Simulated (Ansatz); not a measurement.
The inner images of a band of Cl2FHSi + ClH (7 atoms, charge 0, multiplicity 1) are given out of order.

Method: RKS B3LYP-D4/def2-SVP (Ansatz 0.2.0).

Initial state:

```xyz
7
Properties=species:S:1:pos:R:3
Si -0.981 -0.153 0.310
F 0.316 -1.128 0.407
Cl -1.304 0.264 -1.663
Cl -0.569 1.546 1.365
H -2.127 -0.871 0.892
H 2.060 -0.339 -0.368
Cl 2.606 0.682 -0.942
```

Final state:

```xyz
7
Properties=species:S:1:pos:R:3
Si -0.684 0.328 -0.330
F 1.375 -1.295 1.335
Cl -2.034 1.067 -1.692
Cl -0.631 1.563 1.302
H -1.050 -1.049 0.031
H 1.835 -0.952 0.602
Cl 1.188 0.339 -1.247
```

Problem. Put them in order from the first end to the last, with their energies above the first end.
A.
```xyz
7
Properties=species:S:1:pos:R:3
Si -0.661 -0.054 0.169
F 0.606 -0.996 0.796
Cl -1.350 0.599 -1.681
Cl -0.570 1.589 1.382
H -1.637 -1.091 0.457
H 1.751 -0.434 -0.037
Cl 1.860 0.387 -1.085
```
B.
```xyz
7
Properties=species:S:1:pos:R:3
Si -0.624 0.284 -0.259
F 1.210 -1.245 1.190
Cl -1.899 0.936 -1.731
Cl -0.601 1.577 1.331
H -1.062 -1.056 0.156
H 1.712 -0.868 0.496
Cl 1.263 0.372 -1.182
```
C.
```xyz
7
Properties=species:S:1:pos:R:3
Si -0.565 0.205 -0.181
F 1.067 -1.153 1.054
Cl -1.738 0.823 -1.754
Cl -0.570 1.558 1.362
H -1.190 -1.062 0.250
H 1.648 -0.774 0.408
Cl 1.348 0.403 -1.139
```
D.
```xyz
7
Properties=species:S:1:pos:R:3
Si -0.522 0.109 -0.087
F 0.929 -1.061 0.930
Cl -1.586 0.727 -1.747
Cl -0.559 1.554 1.374
H -1.328 -1.070 0.324
H 1.592 -0.675 0.306
Cl 1.474 0.416 -1.101
```
E.
```xyz
7
Properties=species:S:1:pos:R:3
Si -0.919 -0.121 0.319
F 0.408 -1.040 0.546
Cl -1.152 0.381 -1.645
Cl -0.677 1.559 1.456
H -2.045 -0.959 0.749
H 1.983 -0.341 -0.279
Cl 2.402 0.522 -1.146
```
F.
```xyz
7
Properties=species:S:1:pos:R:3
Si -0.541 0.020 0.028
F 0.785 -1.003 0.858
Cl -1.465 0.658 -1.726
Cl -0.561 1.570 1.370
H -1.452 -1.084 0.379
H 1.593 -0.548 0.150
Cl 1.642 0.387 -1.060
```
G.
```xyz
7
Properties=species:S:1:pos:R:3
Si -0.803 -0.091 0.265
F 0.501 -1.007 0.671
Cl -1.223 0.500 -1.655
Cl -0.615 1.586 1.415
H -1.852 -1.049 0.593
H 1.877 -0.377 -0.152
Cl 2.115 0.438 -1.138
```

Solution. E (+0.05 eV), G (+0.38 eV), A (+1.05 eV), F (+1.65 eV), D (+1.30 eV), C (+0.85 eV), B (+0.56 eV).

The run took 2.9 min on 2 threads of Arm Neoverse V1, with other jobs on the host, peak memory 0.24 GiB.
